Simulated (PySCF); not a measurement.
Job file and geometry (Å, from GFN2-xTB) of an NMR shielding run on `[AlH]([O]C=C)[Cl]`, C2H4AlClO, GIAO PBE0/pcSseg-1 NMR shielding, non-relativistic, gas phase in PySCF; density fitting, a coarse starting grid and PySCF grid level 2 are the driver's defaults:

```
$ OMP_NUM_THREADS=1 python probes_run.py task.json out

{"job": {"kind": "nmr", "xc": "PBE0", "basis": "pcSseg-1"}, "charge": 0, "multiplicity": 1}
C     -1.808800     0.281026     0.202827
C     -0.801456    -0.559569     0.349210
O      0.467074    -0.280273    -0.016848
Al     1.982797     0.083706    -0.566566
Cl     3.091700     1.644842     0.086715
H     -2.803202     0.011526     0.503703
H     -1.659952     1.258191    -0.223832
H     -0.928149    -1.548017     0.777353
H      2.473549    -0.885437    -1.613221
```

Question: Write the output of this run.

Answer: 
```
coarse grid: 8992 points
cycle   1  E = -855.9284921987  dE =  5.612e-01  |g| = 7.127e-01  |ddm| = 2.744e+00
cycle   2  E = -855.7895767787  dE =  1.389e-01  |g| = 1.122e+00  |ddm| = 1.154e+00
cycle   3  E = -856.0223351560  dE = -2.328e-01  |g| = 1.515e-01  |ddm| = 7.681e-01
cycle   4  E = -856.0266899569  dE = -4.355e-03  |g| = 5.725e-02  |ddm| = 1.515e-01
cycle   5  E = -856.0274448257  dE = -7.549e-04  |g| = 1.784e-02  |ddm| = 5.177e-02
cycle   6  E = -856.0275201097  dE = -7.528e-05  |g| = 3.350e-03  |ddm| = 1.598e-02
cycle   7  E = -856.0275225048  dE = -2.395e-06  |g| = 5.826e-04  |ddm| = 3.009e-03
final grid: 78752 points
cycle   8  E = -856.0657709865  dE = -1.326e-05  |g| = 1.000e-02  |ddm| = 1.467e-02
cycle   9  E = -856.0657448244  dE =  2.616e-05  |g| = 1.554e-02  |ddm| = 1.398e-02
cycle  10  E = -856.0657880530  dE = -4.323e-05  |g| = 1.739e-03  |ddm| = 9.516e-03
cycle  11  E = -856.0657887202  dE = -6.672e-07  |g| = 3.429e-04  |ddm| = 1.443e-03
cycle  12  E = -856.0657887446  dE = -2.437e-08  |g| = 1.048e-04  |ddm| = 2.720e-04
cycle  13  E = -856.0657887472  dE = -2.681e-09  |g| = 1.981e-05  |ddm| = 8.882e-05
cycle  14  E = -856.0657887473  dE = -9.868e-11  |g| = 4.123e-06  |ddm| = 1.979e-05
converged SCF energy = -856.0657887473

GIAO shielding tensors (ppm)
atom      isotropic    diamagn.    paramagn.     s11        s22        s33       span
  0 C       86.915     255.799    -168.884    -17.347    120.640    157.451    174.798
  1 C       32.710     249.155    -216.445    -77.767     72.365    103.532    181.298
  2 O      183.015     399.178    -216.163    120.276    183.137    245.633    125.358
  3 Al     437.743     796.385    -358.642    397.022    405.394    510.813    113.791
  4 Cl     930.821    1149.270    -218.450    796.328    900.639   1095.495    299.167
  5 H       27.260      29.327      -2.067     25.208     26.425     30.147      4.939
  6 H       26.999      31.811      -4.812     24.319     25.617     31.061      6.742
  7 H       24.850      29.160      -4.311     21.646     25.602     27.301      5.655
  8 H       27.707      28.749      -1.042     23.233     25.663     34.225     10.993
```

Size and cost of the density-fitted run: 119 basis functions, 22 s wall time on 1 thread of an Arm Neoverse N1, shared host; peak memory 0.57 GiB.
